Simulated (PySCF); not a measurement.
Relaxation of quartet IrN₂

All numbers come from UPBE0/[Ir def2-TZVP with ECP60, N def2-TZVP], scalar-relativistic core potentials, density fitting, no spin–orbit coupling, PySCF. A (50,194) grid was used.

A hand-made side-on start, of C2v symmetry, held to at least that symmetry:

Coordinates in bohr (charge 0 multiplicity 4):
```
Ir    0.0000    0.0000   -0.4491
N     1.1338    0.0000    3.0941
N    -1.1338    0.0000    3.0941
```

(1) What does it relax to?

(2) How much energy is released, and in how many steps?

## Answers

(1) It ends at C2v with N–N 1.090 Å. The molecule has come apart into Ir + N₂. No frequency check is given, so it may be a saddle point.

(2) 73.8 kJ/mol in 15 steps.

Other spin states or occupations of the open shell can lie lower. Spin–orbit coupling, left out here, can matter for elements this heavy.

The relaxation took about 90 core-seconds on a shared host.
